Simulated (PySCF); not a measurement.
CsRb and its ions

PBE; basis Cs def2-SVP with ECP46, Rb def2-SVP with ECP28; scalar-relativistic core potentials; PySCF 2.14. Neutral (UKS): singlet (closed shell), Re = 4.515 Å, ωe = 47.0 cm⁻¹, De = 0.51 eV, HOMO -2.38 eV, LUMO -1.56 eV.

CsRb⁺ (UKS): doublet (σ ↑), Re = 5.273 Å, ωe = 30.3 cm⁻¹, De = 0.62 eV to Cs⁺ + Rb. The energies at the minima are -44.24760 hartree for CsRb and -44.10555 for CsRb⁺.

(1) Work out the adiabatic ionisation energy, without and with harmonic zero-point energies (1 hartree = 27.2114 eV, 1 eV = 8065.5 cm⁻¹), and the change of the bond length.

Closed-shell solutions of metal pairs were not tested for spin polarisation, which can lower them a little. Spin–orbit coupling is left out. For an ion De counts to the pair picked by the measured ionisation energies or electron affinities, which need not be the lowest pair at this level. States were picked by a PBE0 search and need not be the measured ground states.

Results:

(1) At PBE: 0.14205 hartree = 3.865 eV between the minima; the zero-point term (30.3 − 47.0)/2 cm⁻¹ = -0.001 eV makes it 3.864 eV. Re changes by +75.8 pm against the neutral. Minus the HOMO energy is 2.38 eV, -1.49 eV from the value between the minima; self-interaction puts the Kohn–Sham level too high, less so with exact exchange. The electron leaves a σ orbital, and the longer bond of the ion fits a bonding orbital, or a change in how ionic the bond is.
